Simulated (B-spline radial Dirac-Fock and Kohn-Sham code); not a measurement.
## Ge 3p1/2: cross section and angular parameters

System: neutral germanium in the configuration 1s2 2s2 2p6 3s2 3p6 3d10 4s2 4p2; threshold 124.9 eV (tabulated edge). Method: Dirac-Hartree-Slater photoionisation with a Latter tail; cross sections with all multipoles, angular parameters from the dipole term and its interference with E2. Computed with a radial finite-basis atomic code.

For linearly polarised light dσ/dΩ = σ/(4π) [1 + β P₂(cos θ) + (δ + γ cos²θ) sin θ cos φ], with θ from the polarisation vector and φ the angle between the beam and the projection of the electron momentum on the plane normal to the polarisation.

```csv
hν (eV),σ (kb),β,γ,δ
147,142,-0.803,-0.184,0.078
150,146,-0.746,-0.187,0.082
200,209,0.490,0.111,0.055
213,217,0.680,0.156,0.045
238,223,0.931,0.193,0.030
460,141,1.527,0.014,0.000
471,137,1.535,0.008,0.000
623,92.0,1.597,-0.023,0.000
635,89.2,1.599,-0.023,0.001
759,66.1,1.613,-0.007,0.002
760,66.0,1.613,-0.007,0.002
1000,39.4,1.609,0.062,0.004
1486.9,16.9,1.560,0.237,0.010
2000,8.34,1.497,0.409,0.018
2984.4,2.98,1.382,0.674,0.035
3170,2.53,1.362,0.715,0.038
3350,2.18,1.343,0.754,0.042
4620,0.885,1.226,0.977,0.066
8047.8,0.167,0.995,1.352,0.133
10100,?,?,?,?
10200,0.0791,0.892,1.501,0.173
11800,0.0494,0.828,1.589,0.202
```

Question: Give the values at 10100 eV.

Answer: σ = 0.0817 kb, β = 0.896, γ = 1.495, δ = 0.171.
